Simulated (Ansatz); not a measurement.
`CBC(C)C` and `C[CH](C)[Ge][F]` differ in one atom or group.

Ansatz, PBE0-D4/def2-TZVP geometries, multiplicity 1. Each molecule was computed in one conformer, which needn't be the lowest.

Scalar relativity is left out up to krypton.

| property | `CBC(C)C` |
| --- | --- |
| HOMO energy (PBE/def2-TZVPP) / eV | -6.72 |
| LUMO energy (ωB97M-V/def2-TZVPP) / eV | 1.17 |
| size of the dipole moment (B3LYP/def2-TZVPP) / D | 0.40 |
| HOMO–LUMO gap (B3LYP/def2-TZVPP) / eV | 6.93 |
| LUMO energy (B3LYP/def2-TZVPP) / eV | -0.95 |
| LUMO energy (PBE0/def2-TZVPP) / eV | -0.71 |

**Question.** Give the same properties after the change, and the shifts. (An estimate is asked.)

**Answer.** Computed: 
```
                                        property  `C[CH](C)[Ge][F]`  shift
               HOMO energy (PBE/def2-TZVPP) / eV              -5.33   1.39
           LUMO energy (ωB97M-V/def2-TZVPP) / eV              -0.40  -1.57
size of the dipole moment (B3LYP/def2-TZVPP) / D               2.10   1.70
           HOMO–LUMO gap (B3LYP/def2-TZVPP) / eV               3.64  -3.29
             LUMO energy (B3LYP/def2-TZVPP) / eV              -2.62  -1.67
              LUMO energy (PBE0/def2-TZVPP) / eV              -2.36  -1.65
```

With PBE0 the HOMO rises by 1.63 eV and the LUMO falls by 1.65 eV, so the gap narrows by about 3.28 eV. PBE moves the HOMO by 1.39 eV and ωB97M-V by 1.82 eV. The zero-point energy changes by -123.9 kJ/mol with -12 modes. Dipoles are sizes alone; their direction can turn.

B3LYP here is the variant with VWN-RPA as its local correlation; programs differ in this.
